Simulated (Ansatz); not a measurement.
The cluster W2Cl⁺. The state is a singlet with charge 1. Geometry PBE0-D4/def2-TZVP, that of the charge +1 singlet.

Cartesian coordinates in Å:
```
W -0.715 0.504 0.332
W 1.111 0.083 1.252
Cl -0.397 -0.587 -1.584
```

In the def2 sets W takes a core potential; there is no spin–orbit coupling. At PBE-D4/def2-TZVP, r2SCAN-D4/def2-TZVP, PBE0-D4/def2-TZVP the unrestricted singlet has broken spin symmetry (⟨S²⟩ up to 1.49). At PBE0-D4/def2-TZVP a triplet of charge 1 lies 0.48 eV below the unrestricted singlet, which stands at the restricted singlet's geometry. The structure comes from a short search, and lower isomers may exist.

Question: Estimate the orbital energies around the gap (eV) in Ansatz with PBE-D4/def2-TZVP, r2SCAN-D4/def2-TZVP, PBE0-D4/def2-TZVP.

Answer: 
| orbital | PBE-D4/def2-TZVP | r2SCAN-D4/def2-TZVP | PBE0-D4/def2-TZVP |
| --- | --- | --- | --- |
| HOMO−5 | -13.45 | -13.72 | -14.72 |
| HOMO−4 | -12.22 | -12.53 | -13.46 |
| HOMO−3 | -12.03 | -12.20 | -13.10 |
| HOMO−2 | -11.59 | -11.71 | -12.50 |
| HOMO−1 | -11.00 | -11.42 | -12.07 |
| HOMO | -10.45 | -10.57 | -11.31 |
| LUMO | -9.65 | -9.25 | -8.48 |
| LUMO+1 | -8.85 | -8.67 | -7.93 |
| LUMO+2 | -8.63 | -8.11 | -7.65 |
| LUMO+3 | -8.15 | -7.59 | -6.93 |
| LUMO+4 | -7.20 | -6.95 | -6.33 |
| LUMO+5 | -6.90 | -6.48 | -5.91 |
| β HOMO | -10.45 | -11.15 | -11.92 |
| β LUMO | -9.65 | -9.75 | -9.06 |
